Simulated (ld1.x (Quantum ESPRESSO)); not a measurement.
**tin: one change to a TM potential, before and after**

```
Element                 : tin (Sn)
Generator               : ld1.x (Quantum ESPRESSO) 7.5
Type                    : norm-conserving Troullier–Martins (Kleinman–Bylander form)
Functional              : PBE
Relativity              : fully relativistic
Frozen core             : [Kr]
Valence charge          : 14
Reference configuration : 4d10 5s2 5p2
Partial waves           : 5p (bound): rc 2.05 bohr; 4d (bound): rc 1.40 bohr; 5s (bound): rc 1.90 bohr
Local potential         : the s channel
Core correction         : a·sin(br)/r model core, default radius (core density twice the valence density)
```

Open shells are filled in proportion to 2j + 1 (rel_dist='average').

All-electron outer shells of the reference configuration (PBE, scalar-relativistic, ld1.x):

| shell | level (eV) | outermost node (bohr) | outermost maximum (bohr) |
| --- | --- | --- | --- |
| 4s | -133.93 | 0.40 | 0.74 |
| 4p | -89.70 | 0.41 | 0.79 |
| 4d | -25.84 | 0.39 | 0.88 |
| 5s | -10.55 | 0.98 | 2.01 |
| 5p | -3.69 | 1.09 | 2.55 |

Change: local potential the d channel.

Cutoffs: the cutoffs (Ry, on a coarse ladder) from which the occupation-weighted sum of valence levels, in a spherical-Bessel basis at the reference potential, stays within 10 and 1 mRy of its value at 400 Ry; they do not see the model core or the augmentation charge, which bear on the density cutoff. Errors are all-electron minus pseudo energies relative to the spin-unpolarised reference configuration.

What does the change do?

The potential gets neither clearly harder nor softer (90 Ry and 140 Ry → 90 Ry and 140 Ry); a bound ghost appears in p, s, which as a rule spoils a file; the miss of the reference levels goes from 0.00 to 0.63 eV; of the 7 tests that both files solve, the error grows in 1 and shrinks in 3 by more than 15 % and 0.3 meV (median size 1.7 → 1.0 meV). In the separable form a ghost depends on how the local part lies against the semilocal potential of the channel, so the choice of the local part can create or remove one. In the changed file the local d channel has no projectors, so it cannot carry the spin–orbit splitting, and the file is wrong for that shell.

```tsv
quantity	base	changed
cutoff, loose	90 Ry	90 Ry
cutoff, tight	140 Ry	140 Ry
loose cutoff by channel (10 mRy a level)	p 6 Ry, d 80 Ry, s 10 Ry	s 10 Ry, p 25 Ry, d 70 Ry
bound ghosts	none	s, p3/2, p1/2
largest miss of a reference level, eV	0.00	0.63
error for 4d10 5s2 5p1, meV [ΔE 6.89 eV]	+0.4	+0.1
error for 4d10 5s2 5p0, meV [ΔE 20.86 eV]	-2.1	-1.0
error for 4d10 5s1 5p0, meV [ΔE 51.83 eV]	-17	-12
error for 4d10 5s2 5p2.3, meV [ΔE -0.85 eV]	-0.1	-0.1
error for 4d10 5s1 5p3, meV [ΔE 6.96 eV]	-1.7	-1.7
error for 4d10 5s0 5p0, meV [ΔE 92.95 eV]	-75	-64
error for 4d10 5s1 5p2, meV [ΔE 14.52 eV]	+0.4	-0.8
s: phases at 2.24 bohr within 0.05 rad from the reference energy up to (Ry; the scan ends near 5)	3.6	2.7
p1/2: phases at 2.24 bohr within 0.05 rad from the reference energy up to (Ry; the scan ends near 5)	to the end of the scan	to the end of the scan
p3/2: phases at 2.24 bohr within 0.05 rad from the reference energy up to (Ry; the scan ends near 5)	4.9	4.7
d3/2: phases at 2.24 bohr within 0.05 rad from the reference energy up to (Ry; the scan ends near 5)	0.4	n/a
d5/2: phases at 2.24 bohr within 0.05 rad from the reference energy up to (Ry; the scan ends near 5)	0.4	n/a
```

 A true bound ghost makes a file unfit for plane-wave use even where its test errors are small: the radial tests pick states by their node count and pass the ghost by.
